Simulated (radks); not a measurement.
Results of a calculation; reference values are marked as such.
Ionisation of the neodymium ion Nd2+, [Xe] 4f4, to Nd3+, [Xe] 4f3, under several functionals. Scalar-relativistic Kohn-Sham, spin-unpolarised, spherical densities, finite nucleus; a radial shooting solver on a logarithmic mesh with Libxc functionals.

functional,E(Nd2+) (hartree),Exc (hartree),IE (eV),-e(HOMO) (eV),<r> HOMO (bohr),IE error (eV)
revPBE,-9623.1354,-222.1359,22.385,14.511,1.086,+0.295
PBE,-9622.8518,-221.8475,22.450,14.575,1.085,+0.360
BP86,-9624.3068,-223.3119,22.547,14.658,1.082,+0.457
BLYP,-9623.6194,-222.6035,22.288,14.441,1.089,+0.198
SCAN,-9624.4538,-222.9367,21.820,13.962,1.083,-0.270
"LDA (Slater exchange, Perdew-Zunger correlation)",-9615.9542,-214.9226,22.759,14.858,1.081,+0.669
exchange-only PBE,-9619.5862,-218.5274,21.168,13.413,1.098,-0.922
TASK exchange with Perdew-Wang LDA correlation,-9622.2055,-220.3970,21.311,13.229,1.060,-0.779
PW91,-9624.0361,-223.0411,22.543,14.666,1.085,+0.453
SOGGA,-9618.8945,-217.8703,22.381,14.498,1.084,+0.291
OLYP,-9626.4261,-225.5795,22.735,14.785,1.078,+0.645

NIST Atomic Spectra Database: 22.09 eV (semi-empirical). Closest: BLYP. The Delta-SCF values span 1.59 eV, the total energies 10.47 hartree. The highest occupied level is 4f. Spin polarisation and multiplet splitting are left out, so open shells lie too high by an amount that depends on their filling. Spin-orbit splitting is averaged out at the scalar-relativistic level.

Beside tabulated values, note that spin-unpolarised runs miss the spin-polarisation part of the exchange energy of open shells.
